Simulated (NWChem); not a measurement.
Everything below was run with NWChem. System: Cl₃NbO, charge 0, spin multiplicity 1, displaced from the optimised geometry. The structure started from a generated list of species. Level: BP86/def2-SVP with def2 effective core potentials on Nb.

Output (cleaned and shortened):

```
             Northwest Computational Chemistry Package (NWChem) 7.3.0
             --------------------------------------------------------

                                NWChem Input Module
                                -------------------

 Scaling coordinates for geometry "geometry" by  1.889725989
 (inverse scale =  0.529177249)

 Turning off AUTOSYM since
 SYMMETRY directive was detected!

                             Geometry "geometry" -> ""
                             -------------------------

 Output coordinates in angstroms (scale by  1.889725989 to convert to a.u.)

  No.       Tag          Charge          X              Y              Z
 ---- ---------------- ---------- -------------- -------------- --------------
    1 Nb                  41.0000     0.08398500     0.21004000     0.00000000
    2 O                    8.0000     0.72269000     1.80740300     0.00000000
    3 Cl                  17.0000    -1.21774500    -0.03778500     1.93413400
    4 Cl                  17.0000    -1.21774500    -0.03778500    -1.93413400
    5 Cl                  17.0000     1.89284800    -1.28154100     0.00000000

 Effective nuclear repulsion energy (a.u.)     756.8166252396

            Nuclear Dipole moment (a.u.)
            ----------------------------
        X                 Y               Z
 ---------------- ---------------- ----------------
    -0.0000170075    -0.0000434637     0.0000000000

      Symmetry information
      --------------------

 Group name             Cs
 Group number              2
 Group order               2
 No. of unique centers     4

      Symmetry unique atoms

     1    2    3    5


 Summary of "ao basis" -> "" (spherical)
 ------------------------------------------------------------------------------
       Tag                 Description            Shells   Functions and Types
 ---------------- ------------------------------  ------  ---------------------
 *                          def2-svp                  on all atoms

 Summary of "ao basis" -> "ao basis" (spherical)
 ------------------------------------------------------------------------------
       Tag                 Description            Shells   Functions and Types
 ---------------- ------------------------------  ------  ---------------------
 Nb                         def2-svp                11       31   5s3p2d1f
 O                          def2-svp                 6       14   3s2p1d
 Cl                         def2-svp                 8       18   4s3p1d
[...]
     1   1 0 0     -0.155347      2.144256      2.144256     -4.443859
     1   0 1 0     -0.388503      5.362623      5.362623    -11.113749
     1   0 0 1     -0.000000     -0.000000     -0.000000      0.000000

     2   2 0 0    -49.289529   -231.047801   -231.047801    412.806072
     2   1 1 0     -0.674412     51.433719     51.433719   -103.541850
     2   1 0 1      0.000000      0.000000      0.000000      0.000000
     2   0 2 0    -50.706518   -122.978319   -122.978319    195.250119
     2   0 1 1      0.000000      0.000000      0.000000      0.000000
     2   0 0 2    -49.019829   -251.611262   -251.611262    454.202696

            General Information
            -------------------
          SCF calculation type: DFT
          Wavefunction type:  closed shell.
          No. of atoms     :     5
          No. of electrons :    72
           Alpha electrons :    36
            Beta electrons :    36
          Charge           :     0
          Spin multiplicity:     1
          Use of symmetry is: on ; symmetry adaption is: on
          Maximum number of iterations: 100
          This is a Direct SCF calculation.
          AO basis - number of functions:    99
                     number of shells:    41
          Convergence on energy requested:  1.00D-06
          Convergence on density requested:  1.00D-05
          Convergence on gradient requested:  5.00D-04

              XC Information
              --------------
                    Becke 1988 Exchange Functional  1.000
                Perdew 1981 Correlation Functional  1.000 local
                Perdew 1986 Correlation Functional  1.000 non-local

             Grid Information
             ----------------
          Grid used for XC integration:  medium
          Radial quadrature: Mura-Knowles
          Angular quadrature: Lebedev.
          Tag              B.-S. Rad. Rad. Pts. Rad. Cut. Ang. Pts.
          ---              ---------- --------- --------- ---------
          Nb                  1.45      123           8.0       590
          O                   0.60       49           9.0       434
          Cl                  1.00       88          10.0       590
          Grid pruning is: on
          Number of quadrature shells:   348
          Spatial weights used:  Erf1

          Convergence Information
          -----------------------
          Convergence aids based upon iterative change in
          total energy or number of iterations.
          Levelshifting, if invoked, occurs when the
          HOMO/LUMO gap drops below (HL_TOL):  1.00D-02
          DIIS, if invoked, will attempt to extrapolate
          using up to (NFOCK): 10 stored Fock matrices.

                    Damping( 0%)  Levelshifting(0.5)       DIIS
                  --------------- ------------------- ---------------
          dE  on:    start            ASAP                start
          dE off:    2 iters        100 iters           100 iters

      Screening Tolerance Information
      -------------------------------
          Density screening/tol_rho:  1.00D-10
          AO Gaussian exp screening on grid/accAOfunc:  14
          CD Gaussian exp screening on grid/accCDfunc:  20
          XC Gaussian exp screening on grid/accXCfunc:  20
          Schwarz screening/accCoul:  1.00D-08

                            NWChem DFT Gradient Module
                            --------------------------

  charge          =   0.00
  wavefunction    = closed shell

  Using symmetry

                         DFT ENERGY GRADIENTS

    atom               coordinates                        gradient
                 x          y          z           x          y          z
   1 Nb      0.158709   0.396918   0.000000   -0.002724  -0.006811   0.000000
   2 O       1.365686   3.415496   0.000000    0.007827   0.019574   0.000000
   3 Cl     -2.301204  -0.071403   3.654983   -0.008018  -0.001729   0.011783
   4 Cl     -2.301204  -0.071403  -3.654983   -0.008018  -0.001729  -0.011783
   5 Cl      3.576964  -2.421761   0.000000    0.010933  -0.009306   0.000000

                 ----------------------------------------
                 |  Time  |  1-e(secs)   |  2-e(secs)   |
                 ----------------------------------------
                 |  CPU   |       0.02   |       2.45   |
                 ----------------------------------------
                 |  WALL  |       0.02   |       2.45   |
                 ----------------------------------------

 Task  times  cpu:       20.6s     wall:       20.6s

 Total times  cpu:       20.6s     wall:       20.6s
```

**Question.** Write an NWChem input that would produce this output.

**Answer.** This is not unique; one that fits is 
```
start mol
memory heap 200 mb stack 900 mb global 1100 mb
geometry units angstroms nocenter noautoz
  Nb     0.083985     0.210040     0.000000
  O      0.722690     1.807403     0.000000
  Cl    -1.217745    -0.037785     1.934134
  Cl    -1.217745    -0.037785    -1.934134
  Cl     1.892848    -1.281541     0.000000
  symmetry group Cs
end
basis spherical
  * library def2-svp
end
ecp
  Nb library def2-ecp
end
dft
  xc becke88 perdew86
  iterations 100
  direct
end
task dft gradient
```
